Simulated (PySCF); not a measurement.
**Spinor energies of Ru⁺ (ruthenium, charge +1)**

Start: [Kr] 4d7; 4d3/2 filled at m_j = -3/2, -1/2, +1/2, +3/2; 4d5/2 filled at m_j = +1/2, +3/2, +5/2. Calculated with PySCF 2.14 in x2c-SVPall-2c (6s8p6d1f, 67 functions): generalised Hartree-Fock with the X2C-1e Hamiltonian and a Gaussian nucleus; one run each with spin-orbit coupling (SO) switched off, then screened by Boettger's factors.

| spinor shell | electrons | ε, spin-free (eV) | ε, screened SO (eV) | weight of nominal j (screened SO) | rms radius, screened SO (bohr) |
| --- | --- | --- | --- | --- | --- |
| 1s1/2 | 2 | -22238.3 | -22237.0 | 1.000 | 0.0384 |
| 2s1/2 | 2 | -3282.0 | -3281.6 | 1.000 | 0.158 |
| 2p1/2 | 2 | -2934.3 | -3025.0 | 1.000 | 0.137 |
| 3s1/2 | 2 | -617.88 | -617.74 | 1.000 | 0.428 |
| 3p1/2 | 2 | -500.36 | -516.31 | 1.000 | 0.425 |
| 3p3/2 | 4 | -500.36 | -492.81 | 1.000 | 0.436 |
| 3d3/2 | 4 | -311.38 | -314.19 | 0.992 | 0.417 |
| 3d5/2 | 6 | -311.38 | -309.35 | 0.995 | 0.420 |
| 4s1/2 | 2 | -100.95 | -100.90 | 1.000 | 1.09 |
| 4p1/2 | 2 | -65.752 | -70.143 | 0.822 | 1.21 |
| 4p3/2 | 4 | -65.752 | -63.585 | 0.911 | 1.22 |
| 4d5/2 | 3 | -18.281 | -18.979 | 0.760 | 1.76 |
| 4d3/2 | 4 | -18.281 | -17.769 | 0.706 | 1.79 |

Where does 2p3/2 lie, and what is the 2p spin-orbit splitting (screened SO)?

At -2891.9 eV, 133.06 eV above 2p1/2.

```csv
quantity,spin-free,screened SO
E (hartree),-4527.03569,-4527.66063
M_J,9/2,9/2
⟨J²⟩,24.764,24.765
⟨L²⟩,12.009,12.121
⟨S²⟩,3.754,3.732
```

Each row is a mean over spinors that exchange with the open shell spreads, by up to 7.794 eV (4p3/2).

Rows whose weight is well below 1 are mixtures of j = l ± 1/2: exchange outweighs spin-orbit coupling there, and the label is only the starting occupation.

Breit and QED terms are absent; they matter most for the inner s and p1/2 levels.

Densities and radii are taken from the X2C orbitals without a picture-change correction, which distorts them close to the nucleus.

Without spin-orbit coupling the j labels of p, d and f shells carry no meaning; the spin-free column gives the mean over the occupied spinors of each nl shell.
